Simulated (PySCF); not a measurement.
trisilylamine (H9NSi3), singlet, geometry from GFN2-xTB; B3LYP/6-31G* run with PySCF.

The PySCF input:
```python
from pyscf import gto, scf, dft

mol = gto.Mole()
mol.atom = '''
    Si    0.288687    1.645832    0.481101
    N     0.023672    0.030801   -0.122984
    Si   -1.606491   -0.512603   -0.424247
    Si    1.310797   -1.142346   -0.020452
    H    -0.672540    2.526565   -0.179173
    H     0.096776    1.689352    1.935472
    H     1.659585    2.023139    0.143627
    H    -2.351055    0.614891   -0.981018
    H    -1.533964   -1.614022   -1.381967
    H    -2.235910   -0.967364    0.821121
    H     1.354843   -1.742484    1.318134
    H     1.049809   -2.171770   -1.024335
    H     2.564844   -0.446283   -0.300586
'''
mol.basis = '6-31g*'
mol.charge = 0
mol.spin = 0
mol.verbose = 4
mol.build()

mf = dft.RKS(mol)
mf.xc = 'b3lyp'
mf.kernel()
mf.analyze()
```

It wrote (shortened):

```
PySCF version 2.14.0

[INPUT] verbose = 4
[INPUT] num. atoms = 13
[INPUT] num. electrons = 58
[INPUT] charge = 0
[INPUT] spin (= nelec alpha-beta = 2S) = 0
[INPUT] symmetry False subgroup None
[INPUT] Mole.unit = angstrom
[INPUT] Symbol           X                Y                Z      unit          X                Y                Z       unit  Magmom
[INPUT]  1 Si     0.288687000000   1.645832000000   0.481101000000 AA    0.545539365722   3.110171727045   0.909149128254 Bohr   0.0
[INPUT]  2 N      0.023672000000   0.030801000000  -0.122984000000 AA    0.044733596821   0.058205454363  -0.232406077704 Bohr   0.0
[INPUT]  3 Si    -1.606491000000  -0.512603000000  -0.424247000000 AA   -3.035828011579  -0.968679280630  -0.801710639168 Bohr   0.0
[INPUT]  4 Si     1.310797000000  -1.142346000000  -0.020452000000 AA    2.477047334902  -2.158721079492  -0.038648678700 Bohr   0.0
[INPUT]  5 H     -0.672540000000   2.526565000000  -0.179173000000 AA   -1.270916407815   4.774515885912  -0.338587898917 Bohr   0.0
[INPUT]  6 H      0.096776000000   1.689352000000   1.935472000000 AA    0.182880135431   3.192412607986   3.657512001764 Bohr   0.0
[INPUT]  7 H      1.659585000000   2.023139000000   0.143627000000 AA    3.136161130436   3.823178621926   0.271415694093 Bohr   0.0
[INPUT]  8 H     -2.351055000000   0.614891000000  -0.981018000000 AA   -4.442850053789   1.161975586460  -1.853855343269 Bohr   0.0
[INPUT]  9 H     -1.533964000000  -1.614022000000  -1.381967000000 AA   -2.898771844942  -3.050059539023  -2.611539143187 Bohr   0.0
[INPUT] 10 H     -2.235910000000  -0.967364000000   0.821121000000 AA   -4.225257539176  -1.828053022764   1.551693805129 Bohr   0.0
[INPUT] 11 H      1.354843000000  -1.742484000000   1.318134000000 AA    2.560282211784  -3.292817536437   2.490912255477 Bohr   0.0
[INPUT] 12 H      1.049809000000  -2.171770000000  -1.024335000000 AA    1.983851493104  -4.104050505547  -1.935712609806 Bohr   0.0
[INPUT] 13 H      2.564844000000  -0.446283000000  -0.300586000000 AA    4.846852712234  -0.843352644049  -0.568025216879 Bohr   0.0

nuclear repulsion = 293.087941792775
number of shells = 48
number of NR pGTOs = 216
number of NR cGTOs = 86
basis = 6-31g*
ecp = {}

******** <class 'pyscf.dft.rks.RKS'> ********
method = RKS
initial guess = minao
damping factor = 0
level_shift factor = 0
DIIS = <class 'pyscf.scf.diis.CDIIS'>
diis_start_cycle = 1
diis_space = 8
diis_damp = 0
SCF conv_tol = 1e-09
SCF conv_tol_grad = None
SCF max_cycles = 50
direct_scf = True
direct_scf_tol = 1e-13
XC library pyscf.dft.libxc version 7.1.2
    S. Lehtola, C. Steigemann, M. J. T. Oliveira, and M. A. L. Marques,  SoftwareX 7, 1–5 (2018)
XC functionals = b3lyp
    P. J. Stephens, F. J. Devlin, C. F. Chabalowski, and M. J. Frisch,  J. Phys. Chem. 98, 11623 (1994)
radial grids:
    Treutler-Ahlrichs [JCP 102, 346 (1995); DOI:10.1063/1.469408] (M4) radial grids

becke partition: Becke, JCP 88, 2547 (1988); DOI:10.1063/1.454033
pruning grids: <function nwchem_prune>
grids dens level: 3
symmetrized grids: False
atomic radii adjust function: <function treutler_atomic_radii_adjust>
small_rho_cutoff = 0
Set gradient conv threshold to 3.16228e-05
Initial guess from minao.
tot grids = 159720
init E= -928.637516205245
  HOMO = -0.311001954152465  LUMO = -0.0528020587385241  gap/eV = 7.02598
cycle= 1 E= -928.627934517097  delta_E= 0.00958  |g|= 0.502  |ddm|= 3.01
  HOMO = -0.165552146486841  LUMO = 0.014891091569921  gap/eV = 4.91011
cycle= 2 E= -928.511640420014  delta_E= 0.116  |g|= 0.853  |ddm|= 1.14
  HOMO = -0.268023909249452  LUMO = -0.00714280989227101  gap/eV = 7.09894
cycle= 3 E= -928.681096567329  delta_E= -0.169  |g|= 0.0589  |ddm|= 0.844
  HOMO = -0.258329843042416  LUMO = -0.00196324026518857  gap/eV = 6.97609
cycle= 4 E= -928.68208455285  delta_E= -0.000988  |g|= 0.0119  |ddm|= 0.0946
  HOMO = -0.260919656868655  LUMO = -0.00372109119226405  gap/eV = 6.99873
cycle= 5 E= -928.682138377325  delta_E= -5.38e-05  |g|= 0.00108  |ddm|= 0.0217
  HOMO = -0.260663205143472  LUMO = -0.00348962619138415  gap/eV = 6.99805
cycle= 6 E= -928.682138852625  delta_E= -4.75e-07  |g|= 0.000198  |ddm|= 0.00208
  HOMO = -0.260638327463597  LUMO = -0.00347699063875506  gap/eV = 6.99772
cycle= 7 E= -928.682138867465  delta_E= -1.48e-08  |g|= 3.6e-05  |ddm|= 0.000385
  HOMO = -0.260636712336465  LUMO = -0.0034776387284885  gap/eV = 6.99765
cycle= 8 E= -928.682138867866  delta_E= -4e-10  |g|= 4.9e-06  |ddm|= 4.98e-05
  HOMO = -0.260636471934985  LUMO = -0.00347759204863385  gap/eV = 6.99765
Extra cycle  E= -928.682138867869  delta_E= -3.87e-12  |g|= 4.65e-06  |ddm|= 9.97e-06
converged SCF energy = -928.682138867869
**** SCF Summaries ****
Total Energy =                        -928.682138867869412
Nuclear Repulsion Energy =             293.087941792774814
One-electron Energy =                -1867.480934401138711
Two-electron Energy =                  645.710853740494485
Two-electron Coulomb Energy =          718.966580184055715
DFT Exchange-Correlation Energy =      -73.255726443561286
HOMO-LUMO gap [eV] =                     6.997649549058307
**** MO energy ****
MO #1   energy= -66.1246560422335  occ= 2
MO #2   energy= -66.1246534952206  occ= 2
MO #3   energy= -66.1246527747344  occ= 2
MO #4   energy= -14.3016068762631  occ= 2
MO #5   energy= -5.28689258929722  occ= 2
MO #6   energy= -5.28689200611768  occ= 2
MO #7   energy= -5.2868802106189   occ= 2
MO #8   energy= -3.6455573011229   occ= 2
MO #9   energy= -3.64554788658982  occ= 2
MO #10  energy= -3.64554716291197  occ= 2
MO #11  energy= -3.64442790711978  occ= 2
MO #12  energy= -3.64442176479176  occ= 2
MO #13  energy= -3.64442122514757  occ= 2
MO #14  energy= -3.64390343121309  occ= 2
MO #15  energy= -3.64389641637515  occ= 2
MO #16  energy= -3.64389581157287  occ= 2
MO #17  energy= -0.833361105667152 occ= 2
MO #18  energy= -0.558997044950451 occ= 2
MO #19  energy= -0.558996544211386 occ= 2
MO #20  energy= -0.501696447937496 occ= 2
MO #21  energy= -0.402496994276767 occ= 2
MO #22  energy= -0.402496655546637 occ= 2
MO #23  energy= -0.394873777873063 occ= 2
MO #24  energy= -0.349586424664463 occ= 2
MO #25  energy= -0.349585624826321 occ= 2
MO #26  energy= -0.342153985765132 occ= 2
MO #27  energy= -0.342153001190666 occ= 2
MO #28  energy= -0.335459087330405 occ= 2
MO #29  energy= -0.260636471934985 occ= 2
MO #30  energy= -0.00347759204863385 occ= 0
MO #31  energy= 0.0382981366862461 occ= 0
MO #32  energy= 0.038299811726867  occ= 0
MO #33  energy= 0.0574589662498342 occ= 0
MO #34  energy= 0.0574604851439613 occ= 0
MO #35  energy= 0.0858799710260945 occ= 0
MO #36  energy= 0.113468226123694  occ= 0
MO #37  energy= 0.113471398111989  occ= 0
 ** Mulliken pop on meta-lowdin orthogonal AOs  **
 ** Mulliken pop  **
 ** Mulliken atomic charges  **
charge of    0Si =      0.60999
charge of    1N =     -0.86933
charge of    2Si =      0.60999
charge of    3Si =      0.60999
charge of    4H =     -0.10117
charge of    5H =     -0.11788
charge of    6H =     -0.10117
charge of    7H =     -0.10117
charge of    8H =     -0.10117
charge of    9H =     -0.11788
charge of   10H =     -0.11788
charge of   11H =     -0.10117
charge of   12H =     -0.10117
Dipole moment(X, Y, Z, Debye): -0.01181, -0.01536,  0.06142
```
